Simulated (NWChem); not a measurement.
The numbers come from NWChem runs, not from measurements. System: AgF, charge 0, spin multiplicity 1, at a geometry optimised with PBE0/def2-SVP with def2 effective core potentials on Ag. The structure started from a generated list of species. Level: CCSD(T)/def2-TZVP with def2 effective core potentials on Ag, 5 core orbitals frozen.

Job file:

```
start mol
memory heap 100 mb stack 700 mb global 1900 mb
geometry units angstroms nocenter noautoz
  Ag     0.000000     0.000000    -0.317217
  F      0.000000     0.000000     1.656577
  symmetry group C2v
end
basis spherical
  * library def2-tzvp
end
ecp
  Ag library def2-ecp
end
scf
  rhf
  nopen 0
  maxiter 100
  thresh 1e-7
  semidirect memsize 60000000 filesize 0
end
ccsd
  freeze core 5
  maxiter 60
end
task ccsd(t) energy
```

Output (cleaned and shortened):

```
             Northwest Computational Chemistry Package (NWChem) 7.3.0
             --------------------------------------------------------

                                NWChem Input Module
                                -------------------

 Scaling coordinates for geometry "geometry" by  1.889725989
 (inverse scale =  0.529177249)

 Turning off AUTOSYM since
 SYMMETRY directive was detected!

                             Geometry "geometry" -> ""
                             -------------------------

 Output coordinates in angstroms (scale by  1.889725989 to convert to a.u.)

  No.       Tag          Charge          X              Y              Z
 ---- ---------------- ---------- -------------- -------------- --------------
    1 Ag                  47.0000     0.00000000     0.00000000    -0.31721700
    2 F                    9.0000     0.00000000     0.00000000     1.65657700

 Effective nuclear repulsion energy (a.u.)     113.4069595545

            Nuclear Dipole moment (a.u.)
            ----------------------------
        X                 Y               Z
 ---------------- ---------------- ----------------
     0.0000000000     0.0000000000    -0.0000113384

      Symmetry information
      --------------------

 Group name             C2v
 Group number             16
 Group order               4
 No. of unique centers     2

      Symmetry unique atoms

     1    2


 Summary of "ao basis" -> "" (spherical)
 ------------------------------------------------------------------------------
       Tag                 Description            Shells   Functions and Types
 ---------------- ------------------------------  ------  ---------------------
 *                         def2-tzvp                  on all atoms

 Summary of "ao basis" -> "ao basis" (spherical)
 ------------------------------------------------------------------------------
       Tag                 Description            Shells   Functions and Types
 ---------------- ------------------------------  ------  ---------------------
 Ag                        def2-tzvp                14       40   6s4p3d1f
 F                         def2-tzvp                11       31   5s3p2d1f

                                 NWChem SCF Module
                                 -----------------

  ao basis        = "ao basis"
  functions       =    71
  atoms           =     2
  closed shells   =    14
  open shells     =     0
  charge          =   0.00
  wavefunction    = RHF
  use symmetry    = T
  symmetry adapt  = T

 Summary of "ao basis" -> "ao basis" (spherical)
 ------------------------------------------------------------------------------
       Tag                 Description            Shells   Functions and Types
 ---------------- ------------------------------  ------  ---------------------
 Ag                        def2-tzvp                14       40   6s4p3d1f
 F                         def2-tzvp                11       31   5s3p2d1f

      Symmetry analysis of basis
      --------------------------

        a1         32
        a2          7
        b1         16
        b2         16

 Forming initial guess at       0.1s

      Superposition of Atomic Density Guess
      -------------------------------------

 Sum of atomic energies:        -267.15111575

      Non-variational initial energy
      ------------------------------

 Total energy =    -244.989260
 1-e energy   =    -489.381924
 2-e energy   =     198.547298
 HOMO         =      -0.523094
 LUMO         =      -0.215820

      Symmetry analysis of molecular orbitals - initial
      -------------------------------------------------

 !! scf_movecs_sym_adapt:   46 vectors were symmetry contaminated

  Symmetry fudging

 !! scf_movecs_sym_adapt:   38 vectors were symmetry contaminated

  Numbering of irreducible representations:

     1 a1          2 a2          3 b1          4 b2

  Orbital symmetries:

     1 a1          2 a1          3 a1          4 b1          5 b2
     6 a1          7 a1          8 b2          9 b1         10 a2
    11 a1         12 b2         13 b1         14 a1         15 a1
    16 b1         17 b2         18 a1         19 a1         20 b2
    21 b1         22 a1         23 a2         24 a1

 Starting SCF solution at       0.9s

 ----------------------------------------------
         Quadratically convergent ROHF

 Convergence threshold     :          1.000E-07
 Maximum no. of iterations :          100
 Final Fock-matrix accuracy:          1.000E-09
 ----------------------------------------------

              iter       energy          gnorm     gmax       time
             ----- ------------------- --------- --------- --------
                 1     -245.5085141908  1.38D+00  2.95D-01      0.9
                 2     -245.5837424308  2.05D-01  6.22D-02      0.9
                 3     -245.5876994260  2.03D-02  8.94D-03      1.0
                 4     -245.5877891427  4.11D-04  1.35D-04      1.1
                 5     -245.5877891625  8.79D-08  2.78D-08      1.2

       Final RHF  results
       ------------------

         Total SCF energy =   -245.587789162511
      One-electron energy =   -493.972514212174
      Two-electron energy =    202.539358421256
 Nuclear repulsion energy =     45.845366628406

        Time for solution =      0.3s

       Symmetry analysis of molecular orbitals - final
       -----------------------------------------------

  Numbering of irreducible representations:

     1 a1          2 a2          3 b1          4 b2

  Orbital symmetries:

     1 a1          2 a1          3 b1          4 b2          5 a1
[...]
 ****************************************************************************

 level of theory    ccsd(t)
 number of core         5
 number of occupied     9
 number of virtual     57
 number of deleted      0
 total functions       71
 number of shells      25
 basis label          566

   ***** ccsd parameters *****
   iprt   =     0
   convi  =  0.100E-05
   maxit  =    60
   mxvec  =     5
 memory            104836980
  Using  1 OpenMP thread(s) in CCSD
  IO offset    20.000000000000000
  IO error message >End of File
  file_read_ga: failing reading from ./mol.t2
  Failed reading restart vector from ./mol.t2
  Using MP2 initial guess vector

-------------------------------------------------------------------------
 iter     correlation     delta       rms       T2     Non-T2      Main
             energy      energy      error      ampl     ampl      Block
                                                time     time      time
-------------------------------------------------------------------------
   1     -0.5277123376 -5.277D-01  1.148D-01     5.95     0.00     5.77
   2     -0.5401783105 -1.247D-02  1.627D-01     5.92     0.00     5.76
   3     -0.5381411262  2.037D-03  1.743D-02     6.33     0.01     6.14
   4     -0.5388462483 -7.051D-04  9.385D-03     6.41     0.00     6.24
   5     -0.5397400589 -8.938D-04  1.120D-03     6.51     0.00     6.35
   6     -0.5398091804 -6.912D-05  3.203D-03     6.77     0.00     6.60
   7     -0.5398624754 -5.329D-05  1.219D-03     6.59     0.00     6.41
   8     -0.5398388812  2.359D-05  1.254D-03     6.42     0.00     6.25
   9     -0.5398418773 -2.996D-06  6.442D-04     6.24     0.00     6.06
  10     -0.5398443642 -2.487D-06  2.924D-04     6.38     0.00     6.19
  11     -0.5398470231 -2.659D-06  3.562D-05     6.41     0.00     6.22
  12     -0.5398491095 -2.086D-06  6.740D-05     6.16     0.00     5.99
  13     -0.5398495923 -4.828D-07  6.773D-06     6.20     0.00     6.03
  14     -0.5398498464 -2.540D-07  7.768D-06     6.40     0.00     6.22
  15     -0.5398499719 -1.255D-07  4.217D-06     6.62     0.00     6.43
  16     -0.5398499854 -1.351D-08  2.148D-06     4.28     0.00     4.15
  17     -0.5398500076 -2.220D-08  1.304D-06     4.25     0.00     4.13
  18     -0.5398500599 -5.233D-08  2.117D-06     5.87     0.00     5.70
  19     -0.5398500439  1.602D-08  3.837D-07     6.14     0.00     5.96
                  *************converged*************
-------------------------------------------------------------------------

 -----------
 CCSD Energy
 -----------
 Reference energy:            -245.587789162511427
 CCSD corr. energy:             -0.539850043927532
 Total CCSD energy:           -246.127639206438971

 --------------------------------
 Spin Component Scaled (SCS) CCSD
 --------------------------------
 Same spin contribution:                 -0.158120648457481
 Same spin scaling factor:                1.130000000000000
 Opposite spin contribution:             -0.381729395470051
 Opposite spin scaling fact.:             1.270000000000000
 SCS-CCSD correlation energy:            -0.663472665003918
 Total SCS-CCSD energy:                -246.251261827515350
 memory            104836980

*********triples calculation*********

nkpass=    1; nvpass=    1; memdrv=         161481; memtrn=        2807844; memavail=      104836452
 memory available/node                      104836452
 total number of virtual orbitals        57
 number of virtuals per integral pass    57
 number of integral evaluations           1
 number of occupied per triples pass      9
 number of triples passes                 1

 commencing integral evaluation        1 at         118.10
  symmetry use  T
task         2 out of       325 done   0%  at       0.0 secs
task        17 out of       325 done   5%  at       0.4 secs
task        34 out of       325 done  10%  at       0.6 secs
task        49 out of       325 done  15%  at       0.8 secs
task        65 out of       325 done  20%  at       1.0 secs
task        82 out of       325 done  25%  at       1.3 secs
task        98 out of       325 done  30%  at       1.4 secs
task       114 out of       325 done  35%  at       1.5 secs
task       130 out of       325 done  40%  at       1.6 secs
task       147 out of       325 done  45%  at       1.8 secs
task       163 out of       325 done  50%  at       1.9 secs
task       179 out of       325 done  55%  at       1.9 secs
task       195 out of       325 done  60%  at       2.0 secs
task       212 out of       325 done  65%  at       2.1 secs
task       228 out of       325 done  70%  at       2.1 secs
task       244 out of       325 done  75%  at       2.2 secs
task       260 out of       325 done  80%  at       2.3 secs
task       277 out of       325 done  85%  at       2.4 secs
task       293 out of       325 done  90%  at       2.4 secs
task       309 out of       325 done  95%  at       2.5 secs
task       325 out of       325 done 100%  at       2.6 secs
 commencing triples evaluation - blocking       1
 ccsd(t): done        1 out of       57 progress:    1.8%
 ccsd(t): done        2 out of       57 progress:    3.5%
 ccsd(t): done        3 out of       57 progress:    5.3%
 ccsd(t): done        4 out of       57 progress:    7.0%
 ccsd(t): done        5 out of       57 progress:    8.8%
 ccsd(t): done        6 out of       57 progress:   10.5%
 ccsd(t): done        7 out of       57 progress:   12.3%
 ccsd(t): done        8 out of       57 progress:   14.0%
 ccsd(t): done        9 out of       57 progress:   15.8%
 ccsd(t): done       10 out of       57 progress:   17.5%
 ccsd(t): done       11 out of       57 progress:   19.3%
 ccsd(t): done       12 out of       57 progress:   21.1%
 ccsd(t): done       13 out of       57 progress:   22.8%
 ccsd(t): done       14 out of       57 progress:   24.6%
 ccsd(t): done       15 out of       57 progress:   26.3%
 ccsd(t): done       16 out of       57 progress:   28.1%
 ccsd(t): done       17 out of       57 progress:   29.8%
 ccsd(t): done       18 out of       57 progress:   31.6%
 ccsd(t): done       19 out of       57 progress:   33.3%
 ccsd(t): done       20 out of       57 progress:   35.1%
 ccsd(t): done       21 out of       57 progress:   36.8%
 ccsd(t): done       22 out of       57 progress:   38.6%
 ccsd(t): done       23 out of       57 progress:   40.4%
 ccsd(t): done       24 out of       57 progress:   42.1%
 ccsd(t): done       25 out of       57 progress:   43.9%
 ccsd(t): done       26 out of       57 progress:   45.6%
 ccsd(t): done       27 out of       57 progress:   47.4%
 ccsd(t): done       28 out of       57 progress:   49.1%
 ccsd(t): done       29 out of       57 progress:   50.9%
 ccsd(t): done       30 out of       57 progress:   52.6%
 ccsd(t): done       31 out of       57 progress:   54.4%
 ccsd(t): done       32 out of       57 progress:   56.1%
 ccsd(t): done       33 out of       57 progress:   57.9%
 ccsd(t): done       34 out of       57 progress:   59.6%
 ccsd(t): done       35 out of       57 progress:   61.4%
 ccsd(t): done       36 out of       57 progress:   63.2%
 ccsd(t): done       37 out of       57 progress:   64.9%
 ccsd(t): done       38 out of       57 progress:   66.7%
 ccsd(t): done       39 out of       57 progress:   68.4%
 ccsd(t): done       40 out of       57 progress:   70.2%
 ccsd(t): done       41 out of       57 progress:   71.9%
 ccsd(t): done       42 out of       57 progress:   73.7%
 ccsd(t): done       43 out of       57 progress:   75.4%
 ccsd(t): done       44 out of       57 progress:   77.2%
 ccsd(t): done       45 out of       57 progress:   78.9%
 ccsd(t): done       46 out of       57 progress:   80.7%
 ccsd(t): done       47 out of       57 progress:   82.5%
 ccsd(t): done       48 out of       57 progress:   84.2%
 ccsd(t): done       49 out of       57 progress:   86.0%
 ccsd(t): done       50 out of       57 progress:   87.7%
 ccsd(t): done       51 out of       57 progress:   89.5%
 ccsd(t): done       52 out of       57 progress:   91.2%
 ccsd(t): done       53 out of       57 progress:   93.0%
 ccsd(t): done       54 out of       57 progress:   94.7%
 ccsd(t): done       55 out of       57 progress:   96.5%
 ccsd(t): done       56 out of       57 progress:   98.2%
 ccsd(t): done       57 out of       57 progress:  100.0%
 Time for integral evaluation pass     1        2.63
 Time for triples evaluation pass      1        3.54

 pseudo-e(mp4)  -0.15298726246384E-01
 pseudo-e(mp5)   0.20075890834225E-02
        e(t)    -0.13291137162961E-01

 --------------
 CCSD(T) Energy
 --------------
 Reference energy:                    -245.587789162511427

 CCSD corr. energy:                     -0.539850043927532
 T(CCSD) corr. energy:                  -0.015298726246384
 Total CCSD+T(CCSD) energy:           -246.142937932685356

 CCSD corr. energy:                     -0.539850043927532
 (T) corr. energy:                      -0.013291137162961
 Total CCSD(T) energy:                -246.140930343601923

 routine      calls  cpu(0)   cpu-min  cpu-ave  cpu-max   i/o
 aoccsd          1     0.02     0.02     0.02     0.02    0.00
 iterdrv         1     0.04     0.04     0.04     0.04    0.00
 pampt          19     0.20     0.20     0.20     0.20    0.00
 t2pm           19     0.35     0.35     0.35     0.35    0.00
 sxy            19     0.69     0.69     0.69     0.69    0.00
 ints      1986735    93.99    93.99    93.99    93.99    0.00
 t2eri        6175    15.50    15.50    15.50    15.50    0.00
 idx2         6175     1.56     1.56     1.56     1.56    0.00
 idx34          19     0.16     0.16     0.16     0.16    0.00
 ht2pm          19     0.42     0.42     0.42     0.42    0.00
 itm            19     2.29     2.29     2.29     2.29    0.00
 pdiis          19     0.06     0.06     0.06     0.06    0.00
 triples         1     0.00     0.00     0.00     0.00    0.00
 rdtrpo          1     0.02     0.02     0.02     0.02    0.00
 trpmos          1     2.63     2.63     2.63     2.63    0.00
 trpdrv          1     0.47     0.47     0.47     0.47    0.00
 dovvv       46170     1.56     1.56     1.56     1.56    0.00
 doooo       46170     0.39     0.39     0.39     0.39    0.00
 tengy       41553     1.07     1.07     1.07     1.07    0.00
 Total               121.43   121.43   121.43   121.43    0.00

 Task  times  cpu:      125.5s     wall:      125.5s

 Total times  cpu:      125.5s     wall:      125.5s
```
